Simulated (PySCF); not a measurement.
Molecule: `FB(F)C1C=C1`, C3H3BF2.

Numbering as in the mapped SMILES `[F:1][B:2]([F:3])[CH:4]1[CH:5]=[CH:6]1` (H(Xn): hydrogen on atom n).

Spin–spin couplings on one PBE0-D3(BJ)/def2-SVP geometry, PySCF, gas phase, non-relativistic, equivalent pairs averaged; isotopes 19F, 11B, 13C, 1H; functional B3LYP.

Problem. How do the couplings (Hz) change with the basis set? Times are CPU seconds on shared hosts with different chips, so compare them loosely. Far from the basis limit: pcJ-0, 6-31G*, def2-TZVP, cc-pVTZ.

Solution. 
```
basis set  functions  1J(F1,B2)  1J(C5,H(C5))  1J(C4,H(C4))  1J(B2,C4)  1J(C5,C6)  2J(F1,F3)  2J(F1,C4)  core-s
    pcJ-0         87     -243.6         234.1         143.9       91.0       59.8     -386.8       28.7     9.8
   6-31G*         90      -45.4         229.3         163.0      121.3       80.9     -118.7       46.6      11
    pcJ-1        192     -134.2         254.9         164.3      114.3       85.3     -202.6       46.6      32
def2-TZVP        204     -133.7         242.4         157.2      119.9       81.9     -215.4       48.0      36
  cc-pVTZ        222     -157.4         239.0         148.5      111.2      114.5     -211.5       45.8      38
```

The Fermi-contact term samples the wavefunction at the nucleus, which is why sets with added tight s functions (names with J) are made for couplings.
